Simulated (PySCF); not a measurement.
## Excitation energy of Ne⁺ by level of theory

Ne⁺ [He] 2s2 2p5 (2P) → Ne⁺ [He] 2s1 2p5 3s1 (4P), as a difference of total energies. All numbers are calculated (PySCF 2.14, the spin-free X2C one-electron Hamiltonian (Gaussian nucleus), in x2c-TZVPPall with one added diffuse shell each of s, p, d type (6s4p3d1f, 40 functions)). Correlated levels: valence: 1s2 frozen. The calculations carry no spin-orbit coupling.

```csv
method,excitation energy (eV)
UHF,52.679
MP2 (valence),52.442
SCS-MP2 (valence),52.314
CCSD (valence),52.950
CCSD(T) (valence),52.863
```

Task: How much does correlation contribute at CCSD(T) (valence)?

Result: 52.863 − (52.679) = 0.184 eV, measured against UHF.

The upper state lies above the first ionisation limit, where it may autoionise and the basis confines it. A Rydberg-like electron needs more diffuse functions than a valence basis has.

The promoted electron is Rydberg-like, and one or two diffuse shells describe it only roughly, which tends to raise the upper state.
